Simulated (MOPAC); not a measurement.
MOPAC input (PM7):

```
PM7 1SCF GEO-OK AUX(PRECISION=9) THREADS=1
AuCl

Au   -0.00000000 1   -0.00000000 1   -0.39913200 1
Cl    0.00000000 1    0.00000000 1    1.85478800 1
```

Output:

```
 *******************************************************************************
 **                                                                           **
 **                              MOPAC v23.2.5                                **
 **                                                                           **
 *******************************************************************************
 ** MOPAC's Digital Object Identifier: https://doi.org/10.5281/zenodo.6511958 **
 **                                                                           **
 ** Please cite the open-source release paper for use of this MOPAC version:  **
 ** J. E. Moussa and J. J. P. Stewart (2026)                                  **
 ** MOPAC: An open-source semiempirical molecular orbital program             **
 ** J. Open Source Softw., 11(119), 8025, https://doi.org/10.21105/joss.08025 **
 *******************************************************************************

                              PM7 CALCULATION RESULTS

 *******************************************************************************
 *  PM7        - The PM7 Hamiltonian to be used
 *  GEO-OK     - OVERRIDE INTERATOMIC DISTANCE AND OTHER SAFETY CHECKS
 *  1SCF       - DO 1 SCF AND THEN STOP
 *  AUX        - OUTPUT AUXILIARY INFORMATION
 *******************************************************************************
PM7 1SCF GEO-OK AUX(PRECISION=9) THREADS=1
 AuCl

   ATOM   CHEMICAL          X               Y               Z
  NUMBER   SYMBOL      (ANGSTROMS)     (ANGSTROMS)     (ANGSTROMS)

     1      Au         -0.00000000  *  -0.00000000  *  -0.39913200  *
     2      Cl          0.00000000  *   0.00000000  *   1.85478800  *

          CARTESIAN COORDINATES

    NO.       ATOM           X           Y           Z

     1        Au         -0.0000     -0.0000     -0.3991
     2        Cl          0.0000      0.0000      1.8548

 General Reference for PM7:
 "Optimization of Parameters for Semiempirical Methods VI: More Modifications to the
 NDDO Approximations and Re-optimization of Parameters", J. J. P. Stewart, J. Mol. Mod., 1:32, 19 (2013)
 https://link.springer.com/article/10.1007/s00894-012-1667-x

           Empirical Formula: Au Cl  =     2 atoms

      MOLECULAR POINT GROUP   :   C*v

      RHF CALCULATION, NO. OF DOUBLY OCCUPIED LEVELS = 9

 -------------------------------------------------------------------------------
 PM7 1SCF GEO-OK AUX(PRECISION=9) THREADS=1
 AuCl

     1SCF WAS SPECIFIED, SO BFGS WAS NOT USED
     SCF FIELD WAS ACHIEVED

                              PM7 CALCULATION
                                                       MOPAC v23.2.5 Linux

          FINAL HEAT OF FORMATION =         58.31241 KCAL/MOL =     243.97913 KJ/MOL

          COSMO AREA              =         77.54 SQUARE ANGSTROMS
          COSMO VOLUME            =         59.34 CUBIC ANGSTROMS

          IONIZATION POTENTIAL    =         10.876445 EV
          HOMO LUMO ENERGIES (EV) =        -10.876 -1.102
          NO. OF FILLED LEVELS    =          9
          MOLECULAR WEIGHT        =        232.4195         POINT GROUP:  C*v

          MOLECULAR DIMENSIONS (Angstroms)

            Atom       Atom       Distance
           Cl     2   Au     1     2.25392
           Cl     2   Au     1     0.00000
           Au     1   Cl     2     0.00000

          SCF CALCULATIONS        =          1

   ATOM   CHEMICAL          X               Y               Z
  NUMBER   SYMBOL      (ANGSTROMS)     (ANGSTROMS)     (ANGSTROMS)

     1      Au         -0.00000000  *  -0.00000000  *  -0.39913200  *
     2      Cl          0.00000000  *   0.00000000  *   1.85478800  *

                             CARTESIAN COORDINATES

   1   Au       -0.000000000    -0.000000000    -0.399132000
   2   Cl        0.000000000     0.000000000     1.854788000

           Empirical Formula: Au Cl  =     2 atoms

      MOLECULAR POINT GROUP   :   C*v

                  EIGENVALUES
 -25.39633 -14.23090 -13.19031 -13.19031 -12.46297 -12.46297 -11.08813 -10.87645
 -10.87645  -1.10194  64.06945  64.06945  67.16322  70.81846  70.81846  73.33644
  76.10109  76.10109

              NET ATOMIC CHARGES AND DIPOLE CONTRIBUTIONS

  ATOM NO.   TYPE          CHARGE      No. of ELECS.   s-Pop       p-Pop       d-Pop
    1         Au           0.135114       10.8649     0.97629     0.01656     9.87204
    2         Cl          -0.135114        7.1351     1.96611     5.16426     0.00474
 DIPOLE           X         Y         Z       TOTAL
 POINT-CHG.     0.000     0.000    -1.463     1.463
 HYBRID        -0.000     0.000    -1.495     1.495
 SUM           -0.000     0.000    -2.958     2.958

          ATOMIC ORBITAL ELECTRON POPULATIONS

     Atom    s        px        py        pz      x^2-y^2     xz        z^2       yz        xy
    1 Au   0.97629   0.00133   0.00133   0.01389   1.99974   1.99825   1.87605   1.99825   1.99974
    2 Cl   1.96611   1.99866   1.99866   1.16695   0.00026   0.00176   0.00070   0.00176   0.00026

 **********************
 *                    *
 * JOB ENDED NORMALLY *
 *                    *
 **********************

 == MOPAC DONE ==
```

The geometry given is a B3LYP-D3(BJ)/def2-TZVP minimum.
